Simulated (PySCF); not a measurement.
**Magnetic susceptibility: `InChI=1S/C7H7F2N/c1-2-6(7(8)9)4-3-5-10/h6-7H,2H2,1H3/t6-/m1/s1`**

Geometry (Å), atoms numbered from 1 in this order:
```xyz
17

C    -1.4333   -1.4380   -0.4289
C    -1.2947   -0.1882    0.4306
C    -0.0843    0.6611    0.0035
C     1.1549   -0.0458    0.2275
C     2.1841   -0.6383    0.4440
C     3.3408   -1.3207    0.6761
N     4.3115   -1.9006    0.8773
C    -0.0562    1.9822    0.7840
F     0.9801    2.7558    0.3878
F    -1.1782    2.6974    0.5355
H    -0.5502   -2.0670   -0.3408
H    -2.2980   -2.0139   -0.1104
H    -1.5654   -1.1737   -1.4757
H    -2.1941    0.4235    0.3386
H    -1.1802   -0.4717    1.4796
H    -0.1650    0.9099   -1.0625
H     0.0211    1.8402    1.8733
```

The calculation used GIAO BHandHLYP/pcSseg-1 magnetisability, rotational g tensor and spin-rotation constants, non-relativistic, gas phase (PySCF 2.14.0). Geometry: GFN2-xTB.

Problem. How diamagnetic is it, and how anisotropic?

Solution. Isotropic -1443 × 10⁻³⁰ J/T², or -86.9 × 10⁻⁶ cm³/mol; principal values -1582, -1393, -1354 × 10⁻³⁰ J/T², anisotropy 211 × 10⁻³⁰ J/T² (root of half the summed squared differences of the principal values). The susceptibility is in cgs units.

Problem. Split it along the inertial axes a, b, c into diamagnetic and paramagnetic parts about the centre of mass, with the quadrupole moment.

Solution. 
| axis | χ (10⁻⁶ cm³/mol) | diamagnetic (10⁻⁶ cm³/mol) | paramagnetic (10⁻⁶ cm³/mol) | summed x² of all electrons (Å²) | quadrupole Θ (D Å) |
| --- | --- | --- | --- | --- | --- |
| a | -94.9 | -790.1 | 695.1 | 354.7 | -24.69 |
| b | -84.2 | -1604.8 | 1520.6 | 162.6 | +10.02 |
| c | -81.6 | -2194.6 | 2113.0 | 23.6 | +14.67 |

Anisotropies 2χaa − χbb − χcc = -24.0 and 2χbb − χaa − χcc = +8.2 × 10⁻⁶ cm³/mol. Θ is traceless in Buckingham's convention.

Problem. And the rotational g tensor?

Solution. 
| axis | rotational constant (GHz) | g | nuclear part | electronic part |
| --- | --- | --- | --- | --- |
| a | 1.7770 | -0.0047 | 0.5756 | -0.5803 |
| b | 0.7309 | -0.0126 | 0.5095 | -0.5221 |
| c | 0.5359 | -0.0106 | 0.5214 | -0.5320 |

Asymmetric top; isotopes 12C, 19F, 1H, 14N; no vibrational averaging.
